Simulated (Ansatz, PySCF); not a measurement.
The pair A = CH6OSi (SMILES CO[SiH3]) (first 9 atoms), B = CH4 (SMILES C); geometry from B3LYP-D3(BJ)/def2-TZVP.
(charge 0, multiplicity 1):
```xyz
14

C     -1.6050    -0.4673     0.3216
O     -0.5492     0.4651     0.1508
Si     0.9489     0.0400    -0.3829
H     -2.4791     0.0743     0.6816
H     -1.8598    -0.9563    -0.6241
H     -1.3413    -1.2340     1.0566
H      1.5554    -0.9886     0.5000
H      1.7615     1.2719    -0.3719
H      0.8809    -0.5210    -1.7568
C      0.0388     0.0417     3.6261
H     -0.1829     0.7129     2.7983
H     -0.8868    -0.3936     4.0015
H      0.6984    -0.7530     3.2792
H      0.5285     0.5940     4.4272
```

Frozen-core correlation. MP2 and its Hartree–Fock in aug-cc-pV(T+d)Z are density fitted. Rows in 6-31G* carry no dispersion term and start afresh at each structure (6-31G* with six Cartesian d functions).

Run with Ansatz (Gaussian orbitals); PySCF for 6-31G* rows. Each number belongs to the level named beside it.

Total energies (hartree), monomers frozen at their geometry in the pair:

```tsv
structure	HF/6-31G*	HF/aug-cc-pV(T+d)Z	MP2/aug-cc-pV(D+d)Z
AB	-445.3490141	-445.4575225	-446.0265538
A in the pair's basis	-405.1550218	-405.2451926	-405.6569300
B in the pair's basis	-40.1952405	-40.2135949	-40.3682022
A	-405.1543236	-405.2450651	-405.6557295
B	-40.1950830	-40.2135728	-40.3675146
```

Task: Work out the interaction energy without and with the counterpoise correction, and the superposition error, for each level.

Result: 
E(AB) − E(A) − E(B), times 627.509 kcal/mol, with the monomers in their own basis and then in the pair's basis:
- HF/6-31G*: 0.25 uncorrected, 0.78 corrected; the monomers gain 0.54 kcal/mol from borrowed functions
- HF/aug-cc-pV(T+d)Z: 0.70 uncorrected, 0.79 corrected; the monomers gain 0.09 kcal/mol from borrowed functions
- MP2/aug-cc-pV(D+d)Z: -2.08 uncorrected, -0.89 corrected; the monomers gain 1.18 kcal/mol from borrowed functions

Ansatz is a quantum-chemistry and plane-wave program.
